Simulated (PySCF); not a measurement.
Compound: C7H10O.
Atom-mapped SMILES: `[O:1]=[C:2]1[CH2:3][C@@H:4]2[CH2:5][CH2:6][C@H:7]1[CH2:8]2` (hydrogens: H9, H10 on C3; H11 on C4; H12, H13 on C5; H14, H15 on C6; H16 on C7; H17, H18 on C8)

The same species was optimised twice, with GFN2-xTB and with PBE0-D3(BJ)/def2-SVP (PySCF), and the same property calculations (PySCF, gas phase) were run on both structures.

```tsv
coordinate	GFN2-xTB	PBE0-D3(BJ)/def2-SVP	change
C2–C3 (Å)	1.518	1.529	+0.011
C5–C6 (Å)	1.542	1.551	+0.009
C4–C8 (Å)	1.530	1.538	+0.008
C7–C8 (Å)	1.528	1.534	+0.006
C2–C7 (Å)	1.515	1.521	+0.006
C6–C7 (Å)	1.543	1.547	+0.004
C4–C5 (Å)	1.535	1.538	+0.003
C3–C4 (Å)	1.529	1.532	+0.003
O1=C2 (Å)	1.201	1.202	+0.001
C2–C7–C6 (°)	103.8	104.8	+1.0
C2–C7–C8 (°)	102.1	101.3	-0.8
C6–C7–C8 (°)	101.9	101.4	-0.5
C3–C4–C5 (°)	107.9	108.3	+0.4
C4–C8–C7 (°)	94.6	94.9	+0.3
O1–C2–C3 (°)	127.2	126.8	-0.4
C3–C4–C8 (°)	101.4	101.2	-0.2
C3–C2–C7 (°)	105.2	105.5	+0.3
```

Rotational constants: A = 3486, B = 2139, C = 1925 MHz (GFN2-xTB) against A = 3461, B = 2118, C = 1900 MHz (PBE0-D3(BJ)/def2-SVP). Point groups within 0.08 Å: C1 and C1.

On the GFN2-xTB structure: lowest singlet, TDDFT (eV) 4.28 [B3LYP/def2-SVPD]; lowest triplet, Tamm–Dancoff (eV) 3.77 [B3LYP/def2-SVPD]; isotropic polarisability (au) 77.2 [B3LYP/def2-SVPD]; HOMO (eV) -6.72 [B3LYP/def2-SVPD]; LUMO (eV) -0.68 [B3LYP/def2-SVPD]; dipole (D) 3.46 [B3LYP/def2-SVPD]; HOMO (eV) -6.87 [PBE0/pcSseg-1]; LUMO (eV) -0.30 [PBE0/pcSseg-1]; dipole (D) 3.23 [PBE0/pcSseg-1]; GIAO shielding of O1 (ppm) -296.8 [PBE0/pcSseg-1]; GIAO shielding of C2 (ppm) -32.9 [PBE0/pcSseg-1]; GIAO shielding of C3 (ppm) 139.5 [PBE0/pcSseg-1]; GIAO shielding of C4 (ppm) 148.6 [PBE0/pcSseg-1]; GIAO shielding of C5 (ppm) 156.4 [PBE0/pcSseg-1]; GIAO shielding of C6 (ppm) 159.8 [PBE0/pcSseg-1]; GIAO shielding of C7 (ppm) 134.3 [PBE0/pcSseg-1]; GIAO shielding of C8 (ppm) 147.9 [PBE0/pcSseg-1].

Question: What do these properties become on the PBE0-D3(BJ)/def2-SVP structure?

Answer: 
```json
{"property": "lowest singlet, TDDFT (eV)", "level": "B3LYP/def2-SVPD", "on GFN2-xTB": "4.28", "on PBE0-D3(BJ)/def2-SVP": "4.26", "change": "-0.02"}
{"property": "lowest triplet, Tamm–Dancoff (eV)", "level": "B3LYP/def2-SVPD", "on GFN2-xTB": "3.77", "on PBE0-D3(BJ)/def2-SVP": "3.75", "change": "-0.02"}
{"property": "isotropic polarisability (au)", "level": "B3LYP/def2-SVPD", "on GFN2-xTB": "77.2", "on PBE0-D3(BJ)/def2-SVP": "78.5", "change": "+1.3"}
{"property": "HOMO (eV)", "level": "B3LYP/def2-SVPD", "on GFN2-xTB": "-6.72", "on PBE0-D3(BJ)/def2-SVP": "-6.72", "change": "0.00"}
{"property": "LUMO (eV)", "level": "B3LYP/def2-SVPD", "on GFN2-xTB": "-0.68", "on PBE0-D3(BJ)/def2-SVP": "-0.71", "change": "-0.03"}
{"property": "dipole (D)", "level": "B3LYP/def2-SVPD", "on GFN2-xTB": "3.46", "on PBE0-D3(BJ)/def2-SVP": "3.44", "change": "-0.02"}
{"property": "energy, GFN2-xTB geometry as zero (kcal/mol)", "level": "B3LYP/def2-SVPD", "on GFN2-xTB": "0.0", "on PBE0-D3(BJ)/def2-SVP": "-1.0", "change": "-1.0"}
{"property": "HOMO (eV)", "level": "PBE0/pcSseg-1", "on GFN2-xTB": "-6.87", "on PBE0-D3(BJ)/def2-SVP": "-6.87", "change": "0.00"}
{"property": "LUMO (eV)", "level": "PBE0/pcSseg-1", "on GFN2-xTB": "-0.30", "on PBE0-D3(BJ)/def2-SVP": "-0.33", "change": "-0.03"}
{"property": "dipole (D)", "level": "PBE0/pcSseg-1", "on GFN2-xTB": "3.23", "on PBE0-D3(BJ)/def2-SVP": "3.21", "change": "-0.02"}
{"property": "energy, GFN2-xTB geometry as zero (kcal/mol)", "level": "PBE0/pcSseg-1", "on GFN2-xTB": "0.0", "on PBE0-D3(BJ)/def2-SVP": "-0.4", "change": "-0.4"}
{"property": "GIAO shielding of O1 (ppm)", "level": "PBE0/pcSseg-1", "on GFN2-xTB": "-296.8", "on PBE0-D3(BJ)/def2-SVP": "-301.3", "change": "-4.5"}
{"property": "GIAO shielding of C2 (ppm)", "level": "PBE0/pcSseg-1", "on GFN2-xTB": "-32.9", "on PBE0-D3(BJ)/def2-SVP": "-33.7", "change": "-0.8"}
{"property": "GIAO shielding of C3 (ppm)", "level": "PBE0/pcSseg-1", "on GFN2-xTB": "139.5", "on PBE0-D3(BJ)/def2-SVP": "137.4", "change": "-2.1"}
{"property": "GIAO shielding of C4 (ppm)", "level": "PBE0/pcSseg-1", "on GFN2-xTB": "148.6", "on PBE0-D3(BJ)/def2-SVP": "147.3", "change": "-1.3"}
{"property": "GIAO shielding of C5 (ppm)", "level": "PBE0/pcSseg-1", "on GFN2-xTB": "156.4", "on PBE0-D3(BJ)/def2-SVP": "154.7", "change": "-1.7"}
{"property": "GIAO shielding of C6 (ppm)", "level": "PBE0/pcSseg-1", "on GFN2-xTB": "159.8", "on PBE0-D3(BJ)/def2-SVP": "157.8", "change": "-2.0"}
{"property": "GIAO shielding of C7 (ppm)", "level": "PBE0/pcSseg-1", "on GFN2-xTB": "134.3", "on PBE0-D3(BJ)/def2-SVP": "132.7", "change": "-1.6"}
{"property": "GIAO shielding of C8 (ppm)", "level": "PBE0/pcSseg-1", "on GFN2-xTB": "147.9", "on PBE0-D3(BJ)/def2-SVP": "145.2", "change": "-2.7"}
```

The heavy atoms differ by 0.015 Å rms after alignment. Among bonds between heavy atoms C2–C3 changes most (+0.011 Å). Changes are differences of the printed values. Neither structure is proved a minimum here.
